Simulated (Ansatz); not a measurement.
Ansatz (a quantum-chemistry and plane-wave program) input (CCSD(T)/aug-cc-pVDZ):

Ansatz 0.2 input:
```yaml
crystal:
  periodic: [false, false, false]
  atoms:
    - {symbol: O, position_ang: [-2.14244323, 0.35652740, 0.42178003]}
    - {symbol: C, position_ang: [-0.97085259, 0.16156113, 0.19113050]}
    - {symbol: B, position_ang: [0.41490841, -0.06904557, -0.08168248]}
    - {symbol: F, position_ang: [1.25785564, 0.89164680, -0.65122792]}
    - {symbol: F, position_ang: [1.06326873, -1.27790882, 0.19427116]}
basis:
  gaussian:
    orbitals: aug-cc-pVDZ
total_charge: -1
magnetization: {spin_polarized: false}
correlation: {method: ccsd_t, electrons: outside_noble_gas}
output: {forces: true}
```

End of the output:

```
integrals: 0.19 GiB planned
1107 factors; integrals over basis functions are off by at most 7.2e-4 eV
mean field: 0.39 GiB planned
mean field evaluation 1: about -9152.1186 eV, gradient 2.5e1 eV
mean field evaluation 2: about -9152.2159 eV, gradient 2.6e1 eV
mean field evaluation 4: about -9153.9641 eV, gradient 4.6e0 eV
mean field evaluation 8: about -9154.0181 eV, gradient 2.1e-1 eV
mean field evaluation 16: about -9153.4437 eV, gradient 1.5e1 eV
mean field evaluation 32: about -9138.1596 eV, gradient 4.5e1 eV
mean field -9154.01862690 eV, -336.4039797220 hartree, gradient 8.2e-6 eV, S^2 0.000000; 2 other end points of the search recorded, 0 dependent functions left out; unrestricted orbitals would lower it
mean field evaluation 64: about -9154.0169 eV, gradient 2.2e0 eV
determinant -9154.01862690 eV, -336.4039797220 hartree, with singles and doubles -9176.50551635 eV, -337.2303576670 hartree
determinant -9150.96843040 eV, -336.2918870679 hartree, with singles and doubles -9173.54271099 eV, -337.1214765781 hartree
5 core orbitals not correlated
reference -9154.01862690 eV, -336.4039797220 hartree; 14, 14 occupied and 96, 96 virtual orbitals, 1107 factors
densities: 0.94 GiB planned
second order -22.20875191 eV of doubles, -0.00000000 eV of singles
coupled cluster: 0.64 GiB planned
cycle   1  -22.44875677 eV  change   -5.5e-1 eV  update   4.1e-2
cycle   2  -22.51005444 eV  change   -6.1e-2 eV  update   1.0e-2
cycle   3  -22.51209849 eV  change   -2.0e-3 eV  update   6.3e-3
cycle   4  -22.51314890 eV  change   -1.1e-3 eV  update   1.7e-3
cycle   5  -22.51360565 eV  change   -4.6e-4 eV  update   6.2e-4
cycle   6  -22.51367289 eV  change   -6.7e-5 eV  update   3.4e-4
cycle   7  -22.51377107 eV  change   -9.8e-5 eV  update   1.7e-4
cycle   8  -22.51380842 eV  change   -3.7e-5 eV  update   1.0e-4
cycle   9  -22.51380620 eV  change    2.2e-6 eV  update   5.3e-5
cycle  10  -22.51380320 eV  change    3.0e-6 eV  update   2.2e-5
cycle  11  -22.51379806 eV  change    5.1e-6 eV  update   1.1e-5
cycle  12  -22.51379677 eV  change    1.3e-6 eV  update   4.1e-6
cycle  13  -22.51379645 eV  change    3.1e-7 eV  update   1.4e-6
cycle  14  -22.51379637 eV  change    8.3e-8 eV  update   6.9e-7
perturbative correction -0.75665630 eV, -0.0278066060 hartree
the calculation of the forces begins
Total energy: -9177.28907957 eV, -337.2591530842 hartree
Atom 0 at    -2.142443     0.356527     0.421780 Å, force    -1.631227     0.271455     0.321138 eV/Å
Atom 1 at    -0.970853     0.161561     0.191131 Å, force     0.541988    -0.090193    -0.106700 eV/Å
Atom 2 at     0.414908    -0.069046    -0.081682 Å, force    -0.024308     0.004045     0.004786 eV/Å
Atom 3 at     1.257856     0.891647    -0.651228 Å, force     0.627535     0.696304    -0.417076 eV/Å
Atom 4 at     1.063269    -1.277909     0.194271 Å, force     0.486013    -0.881611     0.197854 eV/Å
Dipole moment:     0.225371    -0.037504    -0.044369 e Å
```

It need not be the lowest isomer of its formula. Whether it binds its extra electron was not tested at this geometry.
